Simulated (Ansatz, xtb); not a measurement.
**Isomers of BF2H3Si in order of energy**

6 gas-phase structures of BF2H3Si, found in a search over its isomers (lower ones may exist). Each was relaxed with GFN2-xTB; where two conformers were screened, the lower at r2SCAN-D4/def2-SVP//GFN2-xTB is listed:

A. `[BH3-][Si+](F)F`, a singlet
B. `FB(F)[SiH3]`, a singlet
C. `F[BH2-][SiH+]F`, a singlet
D. `FB[SiH2]F`, a singlet
E. `F[BH-](F)[SiH2+]`, a singlet
F. `B[SiH](F)F`, a singlet

Question: Make a reasoned guess at their ranking by r2SCAN-D4/def2-SVP//GFN2-xTB single-point energy.

Answer: Calculated order at r2SCAN-D4/def2-SVP//GFN2-xTB: B (0.000), D (0.865), F (1.109), A (1.135), E (2.006), C (2.106) eV. Less than 1 kcal/mol parts F and A, so the order within that pair means little.

Energies above the lowest of each column, in eV; the last columns are at r2SCAN-D4/def2-SVP geometries and were run for some of them only (a dash: not run or not comparable):

```tsv
structure	GFN2-xTB	HF/STO-3G	r2SCAN-D4/def2-SVP//GFN2-xTB	r2SCAN-D4/def2-SVP	CCSD(T)/def2-TZVP
B	0.633	0.000	0.000	0.000	0.000
D	0.279	1.652	0.865	0.791	0.520
F	0.000	3.022	1.109	–	–
A	0.057	3.225	1.135	–	–
E	1.234	2.992	2.006	–	–
C	0.710	3.642	2.106	–	–
```

CCSD(T)/def2-TZVP puts B lowest of those it was run on; GFN2-xTB picks F. Flexible structures stand in one conformer each, not always the lowest. Frequencies (r2SCAN-D4/def2-SVP) were run for B, D alone.

Over these structures GFN2-xTB departs from r2SCAN-D4/def2-SVP//GFN2-xTB by 0.494 eV on average once a common shift is removed. A GFN2-xTB relaxation took about 0.19 s and the r2SCAN-D4/def2-SVP//GFN2-xTB energy about 2.8 s on a shared host (Ansatz 0.2.0, xtb 6.7.1).
